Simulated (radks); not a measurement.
Effect of the nuclear size on neutral bromine, [Ar] 3d10 4s2 4p5. Calculated with a radial shooting solver on a logarithmic mesh with Libxc functionals: Dirac Kohn-Sham, PBE, spin-unpolarised, spherical densities, finite nucleus; open shells are shared between the two j in proportion to 2j + 1; Fermi nuclear charge, rms radius 4.1629 fm. The rms radius is varied about that value; shifts are against it.

| rms radius (fm) | total energy shift (eV) | density at nucleus (e/bohr^3) | 1s1/2 shift (meV) | 2s1/2 shift (meV) | 3s1/2 shift (meV) | 3p1/2 shift (meV) | 4s1/2 shift (meV) |
|---|---|---|---|---|---|---|---|
| 3.5385 | -0.150 | 4.492e+04 | -63.9 | -6.42 | -1.01 | 0.093 | -0.103 |
| 3.8965 | -0.0670 | 4.459e+04 | -28.4 | -2.86 | -0.447 | 0.041 | -0.046 |
| 4.1629 | 0 | 4.437e+04 | 0.000 | 0.000 | 0.000 | 0.000 | 0.000 |
| 4.2878 | 0.0328 | 4.427e+04 | 13.9 | 1.40 | 0.219 | -0.020 | 0.023 |
| 5.137 | 0.280 | 4.367e+04 | 119 | 11.9 | 1.87 | -0.173 | 0.192 |

Slopes of the eigenvalues against <r^2> in GHz/fm^2, as finite differences over the two radii next to the reference (eigenvalue slopes, not the field-shift constants of lines): 1s1/2 3200, 2s1/2 321, 3s1/2 50.3, 3p1/2 -4.67, 4s1/2 5.18.
